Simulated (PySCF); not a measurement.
**Working out the ionisation energy of Zr⁺**

Zr⁺ [Kr] 4d2 5s1 (4F) → Zr²⁺ [Kr] 4d2 (3F). All numbers are calculated (PySCF 2.14, the spin-free X2C one-electron Hamiltonian (Gaussian nucleus), in x2c-SVPall). Frozen: [Kr]. Energies in hartree (1 hartree = 27.21139 eV):

```tsv
part	Zr⁺ (lower)	Zr²⁺ (upper)
UHF	-3595.667447	-3595.216367
MP2 opposite-spin	0.000000	0.000000
MP2 same-spin	-0.008473	-0.002809
```

Question: What does Hartree-Fock give?

Answer: (-3595.216367) − (-3595.667447) = 0.451080 hartree = 12.275 eV.

Question: What do MP2 and SCS-MP2 (6/5 opposite-spin, 1/3 same-spin) give?

Answer: The opposite-spin parts differ by 0.000 eV and the same-spin parts by 0.154 eV. MP2: 12.275 + (0.000) + (0.154) = 12.429 eV. SCS-MP2: 12.275 + 1.2 × (0.000) + (0.154)/3 = 12.326 eV.

Reference: 13.13 eV (measured; NIST Atomic Spectra Database, ionization energies), between the lowest levels; spin-orbit coupling is absent from the calculation.

A double-zeta basis recovers only part of the correlation energy.

What remains against the reference includes basis incompleteness, the frozen core and correlation beyond second order.
